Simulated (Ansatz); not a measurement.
```yaml
crystal:
  periodic: [false, false, false]
  atoms:
    - {symbol: Sb, position_ang: [-0.529424, -0.695171, 1.068987]}
    - {symbol: C, position_ang: [1.414629, -0.448317, 0.101121]}
    - {symbol: H, position_ang: [1.455462, -0.671161, -1.189087]}
    - {symbol: H, position_ang: [2.151312, -1.495060, 0.357240]}
    - {symbol: H, position_ang: [2.146615, 0.413264, 0.091303]}
    - {symbol: C, position_ang: [-1.261240, 1.072453, -0.002134]}
    - {symbol: H, position_ang: [-2.123919, 1.414878, 0.293780]}
    - {symbol: H, position_ang: [-0.996256, 0.712038, -0.780463]}
    - {symbol: H, position_ang: [-0.800851, 1.859179, 0.374248]}
    - {symbol: Br, position_ang: [-1.284938, -2.144192, -0.069700]}
basis:
  gaussian: {orbitals: def2-mTZVP}
hamiltonian: {xc: {name: PBEsol}}
output: {forces: true}
```

```sh
$ ansatz run in.yaml --threads 4 --pin off --events-out ev --progress --plain --max-ram 3916MiB
```

Shortened log:

```
Functional definition: PBEsol
1370 factors; their error is unknown
mean field evaluation 1: about -78653.5673 eV, gradient 9.6e1 eV
mean field evaluation 2: about -78590.3442 eV, gradient 1.5e2 eV
mean field evaluation 4: about -78674.2941 eV, gradient 1.6e1 eV
mean field evaluation 8: about -78674.9976 eV, gradient 1.3e-1 eV
mean field evaluation 16: about -78674.9247 eV, gradient 4.1e-3 eV
mean field -78674.92472693 eV, -2891.2501559354 hartree, gradient 3.6e-5 eV, S^2 0.000000; 0 other end points of the search recorded, 0 dependent functions left out
reference -78674.92476975 eV, -2891.2501575089 hartree; 38, 38 occupied and 90, 90 virtual orbitals, 1370 factors
Total energy: -78674.92476975 eV, -2891.2501575089 hartree
Atom 0 at    -0.529424    -0.695171     1.068987 Å, force     7.439428    13.838618    11.464454 eV/Å
Atom 1 at     1.414629    -0.448317     0.101121 Å, force     3.357499    -3.433762    -3.672508 eV/Å
Atom 2 at     1.455462    -0.671161    -1.189087 Å, force    -0.855499     0.582243     3.148844 eV/Å
Atom 3 at     2.151312    -1.495060     0.357240 Å, force    -1.959066     2.830641    -0.210560 eV/Å
Atom 4 at     2.146615     0.413264     0.091303 Å, force    -0.910569    -0.339627     0.838194 eV/Å
Atom 5 at    -1.261240     1.072453    -0.002134 Å, force    -0.353720    -0.847435     8.389858 eV/Å
Atom 6 at    -2.123919     1.414878     0.293780 Å, force    -6.216224     0.548114     0.593169 eV/Å
Atom 7 at    -0.996256     0.712038    -0.780463 Å, force     2.575872    -3.378767   -10.971688 eV/Å
Atom 8 at    -0.800851     1.859179     0.374248 Å, force     3.991937     3.723934     1.268928 eV/Å
Atom 9 at    -1.284938    -2.144192    -0.069700 Å, force    -7.069658   -13.523958   -10.848691 eV/Å
Dipole moment:    -0.052129     0.062306    -0.044704 e Å
```

Run time 1.9 s (4 threads of Arm Neoverse V1 on a shared host).

In the def2 sets Sb takes a core potential; there is no spin–orbit coupling.
